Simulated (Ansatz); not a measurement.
Li7Al3⁺. Total charge 1; doublet. Geometry PBE0-D4/def2-SVP, basis def2-TZVP, Ansatz.

```xyz
10

Li   -1.5620    1.4972    0.9265
Li    2.1884   -1.6969    0.8151
Li   -0.7942   -1.9870    2.0055
Li    1.4270    1.7320   -0.3212
Li   -1.9848    1.8205   -4.2744
Li    1.7282   -1.1362    4.1020
Li   -0.6131   -1.1278   -3.0482
Al   -0.1341   -0.4772   -0.3064
Al    0.7459    0.1470    2.0254
Al   -1.0013    1.2283   -1.9242
```

```csv
run,HOMO (eV),LUMO (eV)
A,-6.33,-4.40
B,-5.75,-5.41
C,-6.28,-4.59
D,-5.77,-5.23
E,-5.85,-4.93
```

Another isomer (doublet) lies 0.24 eV lower at PBE0-D4/def2-TZVP; other spin states weren't run for this one.

HOMO and LUMO are taken over both spins.

Question: The runs used LDA (SPW92), PBE, PBE0, r2SCAN, r2SCAN0. Estimate which is which.

Answer: A r2SCAN0 (25 % exact exchange); B LDA (SPW92) (0 % exact exchange); C PBE0 (25 % exact exchange); D PBE (0 % exact exchange); E r2SCAN (0 % exact exchange). Exact exchange lowers occupied and raises empty levels; among semilocal functionals meta-GGAs tend to open the gap a little, and such runs are hard to tell apart. The gap grows from 0.34 eV (LDA (SPW92)) to 1.93 eV (r2SCAN0). At r2SCAN0-D4/def2-TZVP the charge 1 doublet is spin-contaminated (final ⟨S²⟩ up to 0.96, 0.75 for a pure state).
